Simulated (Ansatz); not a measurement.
`[SiH3][SiH]1CC1` + `[SiH3]CC[SeH]` → `[SiH3]C[SiH]1CC1` + `[SiH3]C[SeH]`  (redistribution)

Isolated molecules relaxed with PBE0-D4/def2-TZVP in Ansatz; ΔE leaves out vibrations. CCSD(T)/CBS adds triple-zeta CCSD(T) − MP2 to the extrapolated MP2 energy (def2 sets, frozen cores). Functionals use def2-TZVPP. B3LYP here is the variant with VWN-RPA as its local correlation; programs differ in this. For Se outer-core shells are correlated without core-valence functions, which leaves a few kJ/mol of doubt a bond. Scalar relativity is left out up to krypton. Each species was taken in one conformer, which may not be the lowest.

| level | ΔE (kcal/mol) | difference from CCSD(T)/CBS |
| --- | --- | --- |
| PBE-D4 | -6.0 | 3.4 |
| r2SCAN-D4 | -8.4 | 1.0 |
| PBE0-D4 | -7.3 | 2.1 |
| B3LYP-D4 | -8.5 | 0.9 |
| ωB97X-V | -9.1 | 0.3 |
| ωB97M-V | -11.0 | -1.6 |
| B2PLYP | -9.0 | 0.4 |
| PBE | -5.6 | 3.8 |
| r2SCAN | -8.3 | 1.1 |
| PBE0 | -7.0 | 2.4 |
| B3LYP | -7.9 | 1.5 |
| HF/def2-TZVPP | -10.4 | -1.0 |
| MP2/def2-TZVPP | -10.6 | -1.2 |
| SCS-MP2/def2-TZVPP | -10.2 | -0.8 |
| CCSD/def2-TZVPP | -9.3 | 0.1 |
| CCSD(T)/def2-TZVPP | -8.9 | 0.5 |
| HF/def2-QZVPP | -10.6 | -1.2 |
| MP2/def2-QZVPP | -10.9 | -1.5 |
| SCS-MP2/def2-QZVPP | -10.5 | -1.1 |
| HF/CBS(def2) | -10.6 | -1.2 |
| MP2/CBS(def2) | -11.0 | -1.6 |
| CCSD/CBS(def2) | -9.7 | -0.3 |
| CCSD(T)/CBS | -9.4 | 0 |

Largest T1 diagnostic among the species: 0.012.

From PBE to PBE0 (25 % exact exchange), in def2-TZVPP and without D4, ΔE moves by −1.4 kcal/mol.
